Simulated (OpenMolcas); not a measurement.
# Lines of Sb: computed and rescaled rates

* Program: OpenMolcas
* Method: SS-RASPT2, IPEA 0.25 Eh, imaginary shift 0.1 Eh (closed shells correlated: 4d)
* Basis: ANO-RCC-VQZP [8s7p5d3f2g]
* Scalar Hamiltonian: DKH2, point nucleus
* Active space: 5 electrons in 9 orbitals (RAS2 5s 5p; RAS3 5d, at most 2 electrons)
* State averaging: 2S+1 = 4 odd, 1 root; 2S+1 = 2 odd, 8 roots; 2S+1 = 4 even, 3 roots; 2S+1 = 2 even, 5 roots (0 in the spin-orbit step)
* Spin-orbit coupling: RASSI with atomic mean-field integrals over the reference wave functions, term energies averaged over their components

Rates come from the transition moments of the reference wave functions (E1 and E2 in the length form). At fixed line strength A goes as λ^-3 for E1 and M1 and as λ^-5 for E2, so a rate at the computed wavelength can be rescaled to the measured one. Measured vacuum wavelengths follow from level energies in NIST Handbook of Basic Atomic Spectroscopic Data. Branching counts decays inside the model space alone, at computed energies, and the table is only a selection of the E2 and M1 lines, drawn from those between levels with measured partners whose computed energy lies within a factor of 1.5 of the measured one.

| Upper | Lower | Type | λ computed (nm) | λ measured (nm) | A computed (s-1) | A rescaled (s-1) | Branching % |
| --- | --- | --- | --- | --- | --- | --- | --- |
| 5s2 5p3 2P* 3/2 | 5s2 5p3 4S* 3/2 | M1 | 538.4 | 541.6 | 4.50e+00 |  | 50.8 |
| 5s2 5p3 2P* 3/2 | 5s2 5p3 2D* 3/2 | M1 | 1046 | 1005 | 2.75e+00 |  | 31.1 |
| 5s2 5p3 2P* 1/2 | 5s2 5p3 4S* 3/2 | M1 | 583.4 | 609.9 | 2.50e+00 |  | 65.4 |
| 5s2 5p3 2P* 3/2 | 5s2 5p3 2D* 5/2 | M1 | 1173 | 1161 | 1.11e+00 |  | 12.5 |
| 5s2 5p3 2P* 1/2 | 5s2 5p3 2D* 3/2 | M1 | 1231 | 1269 | 9.90e-01 |  | 26.0 |
| 5s2 5p3 2D* 3/2 | 5s2 5p3 4S* 3/2 | M1 | 1109 | 1175 | 6.28e-01 |  | 99.1 |
| 5s2 5p3 2P* 3/2 | 5s2 5p3 2D* 5/2 | E2 | 1173 | 1161 | 3.10e-01 | 3.26e-01 | 3.5 |
| 5s2 5p3 2P* 1/2 | 5s2 5p3 2D* 3/2 | E2 | 1231 | 1269 | 2.17e-01 | 1.86e-01 | 5.7 |
| 5s2 5p3 2P* 3/2 | 5s2 5p3 2D* 3/2 | E2 | 1046 | 1005 | 1.57e-01 | 1.92e-01 | 1.8 |
| 5s2 5p3 2P* 1/2 | 5s2 5p3 2D* 5/2 | E2 | 1410 | 1529 | 8.11e-02 | 5.41e-02 | 2.1 |
| 5s2 5p3 2P* 1/2 | 5s2 5p3 4S* 3/2 | E2 | 583.4 | 609.9 | 2.97e-02 |  | 0.8 |
| 5s2 5p3 2D* 5/2 | 5s2 5p3 4S* 3/2 | M1 | 995.2 | 1015 | 2.75e-02 |  | 52.0 |
| 5s2 5p3 2D* 5/2 | 5s2 5p3 4S* 3/2 | E2 | 995.2 | 1015 | 1.48e-02 |  | 28.0 |
| 5s2 5p3 2D* 5/2 | 5s2 5p3 2D* 3/2 | M1 | 9701 | 7452 | 1.05e-02 | 2.32e-02 | 20.0 |
| 5s2 5p3 2D* 3/2 | 5s2 5p3 4S* 3/2 | E2 | 1109 | 1175 | 5.89e-03 |  | 0.9 |

Spin-changing lines and M1 lines between different terms are not rescaled, since their strength hangs on the term gaps too.

The largest correction is for 5s2 5p3 2D* 5/2 → 5s2 5p3 2D* 3/2 (M1): 1.05e-02 × (9701 / 7452)^3 = 2.32e-02 s-1, a factor of 2.21.

No measured rate stands beside these. Rescaling mends the energy factor alone: line strengths can still be far off where a level mixes with configurations outside the active space, and weak or spin-changing lines hang on small mixing coefficients that depend on the term gaps too, so rescaling need not improve them.

Some high roots are left out of the spin-orbit mixing, which shifts the levels that they would mix with. Active for correlation alone: 5d; no level in the range computed is led by a configuration that fills it, so any true level of that kind is missing. Computed and measured levels are paired by configuration, term and J; levels that our copy of the source lacks, or whose pairing is in doubt (as where it misses far off the trend of its configuration), stay unpaired. Only configurations of the active space appear.

* marks odd parity.
